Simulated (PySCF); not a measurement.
Isomers of C4H11NOSi2. Computed with PBE0-D3(BJ)/def2-SVP geometry optimisation, gas phase (PySCF). Energies are electronic, without zero-point or thermal terms, for one conformer each. No frequencies were run at this level. Point groups hold within 0.08 Å.

Task: Order them by energy at this level, lowest first, and give relative energies in kJ/mol.
A. `[CH3:1][C:2](=[O:3])[NH:4][SiH:5]1[CH2:6][SiH2:7][CH2:8]1` with C1–C2–N4–Si5 180°, C2–N4–Si5–C6 168°, N4–Si5–C6–Si7 -95°, Si5–C6–Si7–C8 -17°, C6–Si7–C8–Si5 17°, N4–Si5–C8–Si7 90°
B. `[CH3:1][C@@H:2]([C:3]#[N:4])[O:5][SiH2:6][CH2:7][SiH3:8]` with C1–C2–O5–Si6 104°, C2–O5–Si6–C7 156°, O5–Si6–C7–Si8 -39°
C. `[CH3:1]/[N:2]=[CH:3]/[Si@H:4]1[CH2:5][CH2:6][SiH2:7][O:8]1` with N2–C3–Si4–C5 90°, C3–Si4–C5–C6 144°, Si4–C5–C6–Si7 -34°, C5–C6–Si7–O8 28°, C6–Si7–O8–Si4 -10°
D. `[CH3:1][C:2](=[O:3])[NH:4][CH:5]1[SiH2:6][CH2:7][SiH2:8]1` with C1–C2–N4–C5 -179°, C2–N4–C5–Si6 19°, N4–C5–Si6–C7 155°, C5–Si6–C7–Si8 -24°, Si6–C7–Si8–C5 25°, N4–C5–Si8–C7 -147°

Result: A (0.0), C (8.2), D (100.5), B (149.9).

As drawn, the lowest has a four-membered ring, a C=O bond and an N–H bond, which the highest lacks; the highest has a C≡N group and an Si–O bond, which the lowest lacks. Neighbours under 10 kJ/mol apart (CC(=O)N[SiH]1C[SiH2]C1 and C/N=C/[Si@H]1CC[SiH2]O1) can change places with a better method, another conformer or zero-point energy.

```json
{"SMILES": "CC(=O)N[SiH]1C[SiH2]C1", "E (Eh)": "-867.11322", "E rel (kJ/mol)": "0.0", "dipole (D)": "3.06", "point group": "C1", "A, B, C (MHz)": "2998, 801.9, 781.2"}
{"SMILES": "C/N=C/[Si@H]1CC[SiH2]O1", "E (Eh)": "-867.11011", "E rel (kJ/mol)": "8.2", "dipole (D)": "1.77", "point group": "C1", "A, B, C (MHz)": "3747, 688.7, 631.1"}
{"SMILES": "CC(=O)NC1[SiH2]C[SiH2]1", "E (Eh)": "-867.07496", "E rel (kJ/mol)": "100.5", "dipole (D)": "3.44", "point group": "C1", "A, B, C (MHz)": "2989, 931.8, 753.3"}
{"SMILES": "C[C@@H](C#N)O[SiH2]C[SiH3]", "E (Eh)": "-867.05612", "E rel (kJ/mol)": "149.9", "dipole (D)": "4.32", "point group": "C1", "A, B, C (MHz)": "1918, 862.0, 634.7"}
```

Task: How do the relative energies change in single points at PBE0/pcSseg-1 (no added dispersion term) on the same geometries?

Result: 
| SMILES | PBE0-D3(BJ)/def2-SVP (kJ/mol) | PBE0/pcSseg-1 (kJ/mol) | shift |
| --- | --- | --- | --- |
| CC(=O)N[SiH]1C[SiH2]C1 | 0.0 | 0.0 | 0.0 |
| C/N=C/[Si@H]1CC[SiH2]O1 | 8.2 | 1.2 | -7.0 |
| CC(=O)NC1[SiH2]C[SiH2]1 | 100.5 | 106.7 | +6.2 |
| C[C@@H](C#N)O[SiH2]C[SiH3] | 149.9 | 140.1 | -9.8 |

Each column counts from its own lowest isomer. The order is unchanged; the largest shift is 9.8 kJ/mol.

Task: As an exercise, what shares would exp(−E/RT) give at 2000 K from these electronic energies alone (no entropy, no degeneracies)?

Result: RT = 16.629 kJ/mol: CC(=O)N[SiH]1C[SiH2]C1 61.9 %, C/N=C/[Si@H]1CC[SiH2]O1 37.9 %, CC(=O)NC1[SiH2]C[SiH2]1 0.1 %, C[C@@H](C#N)O[SiH2]C[SiH3] under 0.1 %.
